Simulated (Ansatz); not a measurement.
Calculated with Ansatz (gas phase, PBE0-D4/def2-TZVP geometries, no zero-point term in ΔE). CCSD(T)/CBS is the MP2 limit (def2-TZVPP, def2-QZVPP) plus CCSD(T) − MP2 in def2-TZVPP, frozen cores. DFT in def2-TZVPP. Each species was taken in one conformer, which may not be the lowest.

Consider the cleavage of the Si–Si bond: `C=C[SiH](O)[SiH](O)O` + `N[SiH2]F` → `O[SiH](O)N[SiH2]F` + `C=C[SiH2]O`.

`C=C[SiH](O)[SiH](O)O`:

Cartesian coordinates in Å:
```
C 2.227 -0.808 -0.055
C 1.286 -1.236 0.785
Si -0.412 -0.489 0.901
O -1.594 -1.452 0.225
Si -0.789 1.480 -0.327
O 0.346 1.555 -1.524
O -2.328 1.352 -0.897
H 3.216 -1.257 -0.085
H 2.046 0.011 -0.746
H 1.538 -2.060 1.454
H -0.716 -0.302 2.353
H -1.747 -2.320 0.601
H -0.767 2.756 0.436
H 0.327 2.323 -2.099
H -2.631 0.447 -1.021
```

`N[SiH2]F`:

Z-matrix (Å, degrees):
```
Si
F 1 1.605
N 1 1.696 2 114.6
H 1 1.479 2 105.8 3 -119.3
H 1 1.479 2 105.8 3 119.3
H 3 1.006 1 122.0 2 77.5
H 3 1.006 1 122.0 2 -77.5
```

`O[SiH](O)N[SiH2]F`:

```xyz
12

O    -1.913    0.849    1.426
Si   -0.485    1.033    0.650
O    -0.569    1.531   -0.906
N     0.355   -0.477    0.624
Si    1.230   -1.107   -0.700
F     0.232   -1.362   -1.937
H    -2.507    0.155    1.134
H     0.198    2.108    1.385
H    -0.854    0.910   -1.580
H     0.260   -1.074    1.432
H     2.238   -0.157   -1.215
H     1.817   -2.410   -0.313
```

`C=C[SiH2]O`:

Z-matrix (Å, degrees):
```
Si
C 1 1.857
O 1 1.649 2 111.4
H 1 1.491 2 108.7 3 122.7
H 1 1.484 2 111.0 3 -117.5
C 2 1.330 1 122.9 3 6.6
H 2 1.090 1 118.9 3 -173.1
H 3 0.958 1 117.3 2 72.7
H 6 1.087 2 121.4 1 0.7
H 6 1.086 2 122.4 1 -179.7
```

```
        level  ΔE (kJ/mol)
       PBE-D4        -72.8
MP2/CBS(def2)       -101.1
```

Question: What does CCSD(T)/CBS give? (Best estimate.)

Answer: Ansatz gave: -96.1 kJ/mol. The listed levels differ from it by 23.3, -5.0 kJ/mol.

Largest T1 diagnostic among the species: 0.012.

In def2-TZVPP, CCSD(T) changes the Hartree–Fock value by +16.6 kJ/mol (the triples alone add +2.6 kJ/mol) and MP2 by +11.6 kJ/mol. From PBE to PBE0 (25 % exact exchange), in def2-TZVPP and without D4, ΔE moves by −9.3 kJ/mol.
